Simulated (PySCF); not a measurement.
**Electron correlation in Al⁺ (aluminium, charge +1)**

[Ne] 3s1 3p1, high-spin 3P determinant (an excited configuration). Computed with PySCF 2.14 in x2c-TZVPPall, with scalar relativity by spin-free X2C-1e. Frozen: [Ne]; 2 electrons correlated.

Total MP2 correlation energy: -2.43 mhartree.

Same-spin part -2.43 and opposite-spin part 0.00 mhartree; SCS-MP2 scales them by 1/3 and 6/5 to -0.81 mhartree.

The basis was made for the ground configuration and has no added diffuse functions, which can raise the energy of the promoted electron.
